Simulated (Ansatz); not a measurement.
The first iterations of a band of GeH5N (7 atoms, charge 0, multiplicity 1).

Method: RKS B3LYP/def2-SVP (Ansatz 0.2.0).

```
movable images  : 7
climbing image  : yes
spring          : 5.0 eV/Å²
optimiser       : quadratic models (default)
start path      : IDPP
force threshold : 0.03 eV/Å
iteration limit : 60
end points      : relaxed
```

First end point:

```xyz
7
Properties=species:S:1:pos:R:3
N -0.107 -1.168 -0.099
Ge 0.156 0.664 -0.108
H 0.366 -1.649 0.665
H -1.089 -1.441 -0.078
H -0.576 1.212 -1.349
H -0.364 1.417 1.148
H 1.676 0.897 -0.226
```

Last end point:

```xyz
7
Properties=species:S:1:pos:R:3
N -0.496 -1.057 0.103
Ge 0.143 0.667 -0.105
H -0.115 -1.719 -0.572
H -0.347 -1.441 1.036
H -0.221 1.111 -1.536
H -0.579 1.538 0.942
H 1.677 0.833 0.086
```

| iteration | highest image above the first end (eV) | largest band force component (eV/Å) |
| --- | --- | --- |
| 1 | 0.090 | 0.687 |
| 2 | 0.054 | 0.315 |

**Question.** Does the band converge within its limit, and where does its top end?

**Answer.** It converged. It ended after 6 iterations with the highest image 0.044 eV above the first end. A vibrational analysis at the climbing image gives one clearly imaginary mode, 204i cm⁻¹: a first-order saddle point.

Run time: 99 s on 1 thread of Intel(R) Xeon(R) Platinum 8488C (Sapphire Rapids), on a shared host, peak memory 0.24 GiB.
